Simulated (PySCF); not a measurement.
Species: C₉H₉NSi.
SMILES with atom numbers: `[CH:1]1=[CH:2][C:3]([c:4]2[cH:5][cH:6][cH:7][cH:8][n:9]2)=[CH:10][SiH2:11]1`

Definitions: NICS(0) = −σiso at the ring centroid; NICS(1) = −σiso and NICS(1)zz = −σzz at ±1 Å along the ring normal z. Level: GIAO B3LYP/pcSseg-2 (PySCF, non-relativistic, gas phase) on the PBE0-D3(BJ)/def2-SVP geometry, one conformer.

Rings: 1. C1–C2–C3–C10–Si11; 2. C4–C5–C6–C7–C8–N9.

```
set  NICS(0)  NICS(1), two faces  NICS(1)zz, two faces
  P      1.2         -1.4 / -1.4             0.8 / 0.9
  Q     -6.0         -9.2 / -9.1         -25.6 / -25.4
```

Which set (ppm) belongs to which ring?

P = 1, Q = 2.
- 1 (5-membered ring with Si; formal bonds 2 double, 3 single): mean NICS(1)zz 0.9 ppm, near zero. Si11 has four or more neighbours; no verdict on aromaticity is drawn.
- 2 (6-membered ring with N; formal bonds all aromatic): mean NICS(1)zz -25.5 ppm, shielded. The ring is flat and has no four-coordinate atom; by the NICS criterion it is aromatic.

How do the rings differ in shape?

```tsv
ring	bond lengths (Å)	rms pucker (Å)	HOMA	nearest outside atom to a NICS(1) probe (Å)
1	1.348, 1.490, 1.358, 1.871, 1.868	0.00	–	hydrogen 2.41
2	1.405, 1.388, 1.394, 1.393, 1.327, 1.338	0.00	0.98	hydrogen 2.63
```

HOMA = 1 − mean of α(R − Ropt)² over the ring bonds, with Krygowski's 1993 parameters (CC: Ropt 1.388 Å, α 257.7 Å⁻²; CN: Ropt 1.334 Å, α 93.52 Å⁻²). A dash marks a ring with a four-coordinate atom, a triple bond, no multiple bond or a kind of bond without parameters.

Shape of the structure used: `[CH:1]1=[CH:2][C:3]([c:4]2[cH:5][cH:6][cH:7][cH:8][n:9]2)=[CH:10][SiH2:11]1`: C2–C3–C4–C5 175°.
